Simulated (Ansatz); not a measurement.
Molecule: CHNO (charge +1, doublet). SMILES of the parent species: N=C=O

Atoms: N1, C2, O3, H4. Bonds: N1-C2, N1-H4, C2-O3.

Bond lengths (Å) and angles (degrees) optimised at HF/3-21G with Ansatz (a first-principles code); HF/6-31G* with Ansatz; B3LYP/LANL2DZ with Ansatz, each started from the B3LYP-D3(BJ)/def2-TZVP structure (Ansatz) of the last column. A row stands for all coordinates that are equal there. 6-31G* holds six Cartesian d functions. No wavenumbers were computed at B3LYP/LANL2DZ, so these may be saddle points.

```csv
coordinate,HF/3-21G,HF/6-31G*,B3LYP/LANL2DZ,B3LYP-D3(BJ)/def2-TZVP
N1-C2,1.164,1.279,1.206,1.261
N1-H4,1.009,1.018,1.023,1.032
C2-O3,1.216,1.114,1.210,1.137
N1-C2-O3,180.0,172.4,180.0,171.3
C2-N1-H4,180.0,121.3,180.0,124.1
```

Mean signed difference of all 3 bond lengths from B3LYP-D3(BJ)/def2-TZVP: HF/3-21G -0.014 Å, HF/6-31G* -0.006 Å, B3LYP/LANL2DZ 0.003 Å.
